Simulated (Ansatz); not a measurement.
Cartesian coordinates in Å:
```
O 1.3320 0.9139 -0.6491
C 0.4721 0.0608 -0.8460
C -0.5264 -0.4788 -0.0185
C -0.8425 -0.1884 1.3232
O -1.7462 -0.7213 1.9675
C -0.0163 0.8799 2.0948
F -0.4678 1.0120 3.3506
F 1.2804 0.5554 2.1957
F -0.0978 2.0965 1.5379
C 0.4533 -0.5663 -2.2756
F 0.6470 -1.9028 -2.2563
F -0.7217 -0.3683 -2.9113
F 1.4019 -0.0552 -3.0605
H -1.1680 -1.2373 -0.4524
```

Total charge -1; spin multiplicity 1.

(1) List the CAM-B3LYP/def2-TZVPPD orbital energies in eV (Ansatz 0.2.0). (Estimate.)

Results:

(1) Computed: Occupied: -671.16, -671.16, -671.14, -670.81, -670.81, -670.79, -517.86, -517.77, -281.97, -281.78, -277.38, -277.36, -274.41, -34.72, -34.42, -32.23, -32.18, -31.93, -31.85, -26.39, -26.27, -19.67, -18.61, -17.72, -16.03, -15.02, -14.84, -14.79, -14.56, -14.43, -13.03, -11.59, -11.58, -11.28, -11.25, -11.04, -10.54, -10.43, -10.35, -10.25, -9.96, -9.89, -9.86, -9.53, -9.08, -8.81, -8.32, -8.10, -5.26, -4.73, -3.59. Lowest empty: 3.75, 3.88, 4.21, 4.50, 4.68, 4.95, 5.00, 5.15.
